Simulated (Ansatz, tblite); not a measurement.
Isomers of Li3Cl3⁺ (doublet), found by a short tight-binding search and relaxed with PBE0-D4/def2-SVP in Ansatz.

The xTB rows come from tblite. LC-ωPBE has ω = 0.4 bohr⁻¹. HSE06 is defined as in plane-wave codes, on full-range PBE exchange. Correlated methods freeze 15 core orbitals; core or outer-core shells of Li are correlated, in sets that lack core-valence functions.

A: At PBE-D4/def2-TZVP, r2SCAN-D4/def2-TZVP, HSE06-D4/def2-TZVP the gap within one spin of the charge 1 doublet nearly closes, so an electron or hole may be smeared out by delocalisation error. B: At PBE-D4/def2-TZVP the gap within one spin of the charge 1 doublet nearly closes, so an electron or hole may be smeared out by delocalisation error.

Other spin states weren't relaxed.

A:

```xyz
6

Li   -0.2094    2.2277    0.4313
Li   -1.2141   -1.9550    0.4544
Li    1.3035   -1.5547   -0.9219
Cl   -0.0864    0.0701    0.0550
Cl    0.0512    4.5706    0.4783
Cl    0.1552   -3.3587   -0.4971
```

B:

```
atom   x (Å)   y (Å)   z (Å)
 Li1   1.546  -2.035   1.476
 Li2  -0.963   1.708   0.820
 Li3  -0.361   0.051  -2.089
 Cl4  -1.335   1.783  -1.288
 Cl5   0.322  -0.103   1.680
 Cl6   0.791  -1.403  -0.599
```

C:

Cartesian coordinates in Å:
```
Li 4.4852 0.1411 0.2626
Li 0.2299 -0.0039 -0.0052
Li -3.5996 -0.0908 -0.1791
Cl -1.7791 -0.9788 0.8608
Cl -1.7333 0.8734 -1.0578
Cl 2.3968 0.0590 0.1187
```

Q: Estimate which lies lowest at each level, and how far above it the others are (kJ/mol).

A: 
| level | A | B | C |
| --- | --- | --- | --- |
| GFN2-xTB | 62.0 | 14.2 | 0.0 |
| HF/def2-TZVP | 0.0 | 35.0 | 26.4 |
| PBE-D4/def2-TZVP | 47.1 | 1.5 | 0.0 |
| r2SCAN-D4/def2-TZVP | 52.6 | 2.8 | 0.0 |
| PBE0-D4/def2-TZVP | 58.5 | 2.8 | 0.0 |
| HSE06-D4/def2-TZVP | 56.2 | 2.8 | 0.0 |
| LC-ωPBE/def2-TZVP | 34.6 | 6.3 | 0.0 |
| MP2/def2-TZVP | 34.8 | 6.6 | 0.0 |
| CCSD/def2-TZVP | 21.7 | 7.5 | 0.0 |
| CCSD(T)/def2-TZVP | 30.4 | 7.3 | 0.0 |
Point groups (tolerance 0.1 Å): A not assigned, B C2v, C not assigned. Lower isomers may exist.
